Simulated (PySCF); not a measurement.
F₃H₃Si₂, SMILES F[Si](F)(F)[SiH3].

Geometry: PBE0-D3(BJ)/def2-SVP.

Method: SMD-PBE0/6-31G* (PySCF).

Solvation free energies are E(SMD) − E(gas) at the gas-phase geometry, for 1 M in both phases. In vacuum the dipole moment is 2.15 D.

Computed solvation free energies in water, N,N-dimethylformamide, acetonitrile:
```json
[
 {"solvent": "water", "ΔG(solv) (kcal/mol)": "1.5", "its non-electrostatic (CDS) part": "4.1", "dipole (D)": "2.57"},
 {"solvent": "N,N-dimethylformamide", "ΔG(solv) (kcal/mol)": "-1.3", "its non-electrostatic (CDS) part": "1.3", "dipole (D)": "2.56"},
 {"solvent": "acetonitrile", "ΔG(solv) (kcal/mol)": "-1.6", "its non-electrostatic (CDS) part": "0.9", "dipole (D)": "2.56"}
]
```
